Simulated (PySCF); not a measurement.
C2H6BrClSi.
Numbering: `[Cl:1][CH2:2][CH2:3][SiH2:4][Br:5]` (hydrogens: H6, H7 on C2; H8, H9 on C3; H10, H11 on Si4)

Method: PBE0-D3(BJ)/def2-SVP geometry optimisation, gas phase (PySCF 2.14.0).

What internal coordinates does the optimisation give?

| bond | length (pm) |
| --- | --- |
| Cl1–C2 | 179.2 |
| C2–C3 | 151.4 |
| C3–Si4 | 188.5 |
| Si4–Br5 | 223.5 |
| C2–H6, C2–H7 | 109.9 |
| C3–H8, C3–H9 | 110.4 |
| Si4–H10, Si4–H11 | 148.8 |

Bonds in one row agree within 1 pm and their mean is given. A selection of angles:
| angle | degrees |
| --- | --- |
| Cl1–C2–C3 | 111.6 |
| Cl1–C2–H6 | 106.6 |
| C3–C2–H6 | 111.3 |
| H6–C2–H7 | 108.6 |
| C2–C3–Si4 | 116.1 |
| C2–C3–H8 | 110.4 |
| Si4–C3–H8 | 107.2 |
| H8–C3–H9 | 106.7 |
| C3–Si4–Br5 | 108.3 |
| C3–Si4–H10 | 113.7 |
| C3–Si4–H11 | 109.0 |
| Br5–Si4–H10 | 108.2 |
| H10–Si4–H11 | 109.8 |

Dihedral angles: Cl1–C2–C3–Si4 58° (synclinal); C2–C3–Si4–Br5 51° (synclinal). The mirror-image conformer, all signs reversed, is as good.

Of the pairs four or more bonds apart, Br5···H6 is among the closest relative to their van der Waals radii: 3.13 Å, 103 % of the sum of Bondi's values. Si4 (SiH2 silicon) is distorted tetrahedral (angles from 107.7° to 113.7°).

Point group: C1 (no symmetry element, even within 0.4 Å). No frequency check. The numbers are those of one conformer.

The run took 50 s of wall time on one thread, Intel Xeon at 2.60 GHz (x86_64), on a shared host, and the process peaked at 0.55 GiB of memory. These figures are those of the optimisation.
